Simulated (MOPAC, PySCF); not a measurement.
CH6OSi, SMILES `C[SiH2]O` (C–Si–O–H torsion 69°), neutral singlet in the gas phase. 

Z-matrix (Å, degrees):
```
Si
O 1 1.6565
H 2 0.9598 1 118.45
H 1 1.4784 2 104.93 3 -171.08
H 1 1.4870 4 109.38 2 -118.46
C 1 1.8680 4 110.60 5 -120.00
H 6 1.0918 1 111.05 4 -59.15
H 6 1.0926 7 108.13 1 122.58
H 6 1.0933 7 108.08 8 116.25
```
Charge 0, multiplicity 1.

All levels are single points at this geometry (B3LYP-D3(BJ)/def2-TZVP); Pople sets use spherical d functions. Orbital energies aren't observables, and empty levels follow the basis.

B3LYP-D3(BJ)/def2-TZVP in PySCF gives HOMO (eV) = -8.19.

Problem. Estimate the HOMO (eV) from each of these levels: B3LYP/3-21G in PySCF; B3LYP/6-311+G** in PySCF; B3LYP/6-31G* in PySCF; SVWN5/6-31G* in PySCF; HF/6-31G* in PySCF; HF/STO-3G in PySCF; PM3 in MOPAC; PM7 in MOPAC.

Solution. 
```
level                     HOMO (eV)
------------------------  ---------
B3LYP/3-21G in PySCF          -7.55
B3LYP/6-311+G** in PySCF      -8.24
B3LYP/6-31G* in PySCF         -7.87
SVWN5/6-31G* in PySCF         -6.64
HF/6-31G* in PySCF           -11.85
HF/STO-3G in PySCF            -9.06
PM3 in MOPAC                 -10.10
PM7 in MOPAC                 -11.26
```
